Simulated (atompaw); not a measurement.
## Au: PAW (atompaw) pseudisation with PBE, scalar-relativistic reference atom.

- Element: gold
- Generator: atompaw 4.2.0.5
- Type: PAW
- Functional: PBE
- Relativity: scalar-relativistic
- Frozen core: [Xe] 4f14
- Valence charge: 11
- Reference configuration: 5d10 6s0.5 6p0.5
- Partial waves: 6s (bound): rc 2.60 bohr; 6s channel at 2.05 Ry: rc 2.60 bohr; 6p (bound): rc 2.60 bohr; 6p channel at 0.55 Ry: rc 2.60 bohr; 5d (bound): rc 2.45 bohr; 5d channel at 2.35 Ry: rc 2.45 bohr
- Local potential: bessel scheme, radius 2.05 bohr
- Core correction: smooth core density matched at 2.60 bohr
- Augmentation charge: sinc compensation charge, radius 2.00 bohr; PAW radius 2.60 bohr; waves and projectors: custom polynom2 7 10 vanderbiltortho

Poles of the logarithmic derivatives, all-electron (AE) and pseudo (PS). s: poles at 1.4 (AE) and 1.4, 4.8 (PS) Ry. p: poles at 3.2 (AE) and 3.0 (PS) Ry. d: poles at -0.3 (AE) and -0.3 (PS) Ry. Test radius 2.60 bohr.

- Cutoffs needed: 35 Ry and 80 Ry (the cutoffs (Ry, on a coarse ladder) from which the occupation-weighted sum of valence levels, in a spherical-Bessel basis at the reference potential, stays within 10 and 1 mRy of its value at 400 Ry)
- Ghost test: no extra level below or beside the all-electron valence levels (s, p, d, f tested) (spherical-Bessel basis up to 400 Ry, 20 bohr box)
- Lowest eigenvalue of the overlap operator: 0.81 (s channel)
- Overlap eigenvalues printed by atompaw (projector basis): 0.107, 1.23, 2.04, 16.9, 4e+03, 6.78e+03
- Share of each valence orbital outside the PAW sphere: 6s 52 %, 6p 88 %, 5d 9 %
